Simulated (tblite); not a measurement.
Compound: C7H10F (doublet state).
Numbering: `[CH3:1][C@:2]12[CH:3][CH2:4][C@:5]([F:6])([CH2:7]1)[CH2:8]2` (hydrogens: H9, H10, H11 on C1; H12 on C3; H13, H14 on C4; H15, H16 on C7; H17, H18 on C8)

A start from a force field or distance geometry was refined with GFN2-xTB geometry optimisation, gas phase (tblite 0.8.0). Values at the start:

| coordinate | start |
| --- | --- |
| C1–C2 | 1.485 Å |
| C1–H9 | 1.096 Å |
| C2–C3 | 1.510 Å |
| C2–C7 | 1.585 Å |
| C3–C4 | 1.492 Å |
| C3–H12 | 1.081 Å |
| C4–C5 | 1.525 Å |
| C4–H13 | 1.103 Å |
| C5–F6 | 1.343 Å |
| C5–C7 | 1.570 Å |
| C7–H15 | 1.100 Å |
| C7–H16 | 1.082 Å |
| C1–C2–C3 | 117.3° |
| C2–C7–C5 | 79.6° |
| C3–C2–C7 | 104.0° |
| C4–C5–F6 | 115.4° |
| C4–C5–C7 | 106.7° |
| F6–C5–C7 | 119.4° |
| C7–C2–C8 | 82.7° |
| C7–C5–C8 | 84.1° |
| C1–C2–C7–C5 | -164° |
| C1–C2–C8–C5 | 165° |
| C4–C5–C7–C2 | -64° |
| C4–C5–C8–C2 | 64° |

Q: How do these coordinates change at the GFN2-xTB level?

A: 
| coordinate | GFN2-xTB (Å or °) | change |
| --- | --- | --- |
| C5–C7 | 1.531 | -0.039 |
| C2–C3 | 1.483 | -0.027 |
| C5–F6 | 1.367 | +0.024 |
| C2–C7 | 1.564 | -0.021 |
| C1–C2 | 1.505 | +0.020 |
| C7–H15 | 1.087 | -0.013 |
| C3–H12 | 1.069 | -0.012 |
| C4–H13 | 1.095 | -0.008 |
| C4–C5 | 1.533 | +0.008 |
| C1–H9 | 1.088 | -0.008 |
| C7–H16 | 1.086 | +0.004 |
| C3–C4 | 1.491 | -0.001 |
| C7–C5–C8 | 88.0 | +3.9 |
| C3–C2–C7 | 100.3 | -3.7 |
| C4–C5–C7 | 103.1 | -3.6 |
| C7–C2–C8 | 85.7 | +3.0 |
| C1–C2–C3 | 120.2 | +2.9 |
| C2–C7–C5 | 81.3 | +1.7 |
| F6–C5–C7 | 120.8 | +1.4 |
| C4–C5–F6 | 116.4 | +1.0 |
| C1–C2–C8–C5 | 160 | -5 |
| C1–C2–C7–C5 | -160 | +4 |
| C4–C5–C8–C2 | 67 | +3 |
| C4–C5–C7–C2 | -67 | -3 |

The energy falls by 6.0 kcal/mol over 32 L-BFGS steps, the largest force on an atom goes from 1.92 to 0.007 eV/Å, and the atoms move by 0.075 Å rms after alignment. The bond that changes most is C5–C7 (ends: carbon bonded to 3 C and F; carbon bonded to 2 C and 2 H), which shortens by 0.039 Å. Bonds longer at the end by more than 0.005 Å: 3 of 19; shorter: 13. Rotational constants go from 3945, 1814, 1553 to 4013, 1808, 1566 MHz.

Time: 0.2 s wall. Hardware: an Arm Neoverse V1 with one thread (shared host).

Its GFN2-xTB frequencies are all real (lowest 98 cm⁻¹). 2 starts were optimised and ended at 0.00 and 1.49 kcal/mol (GFN2-xTB); the lowest of these is shown.

These are computed values.
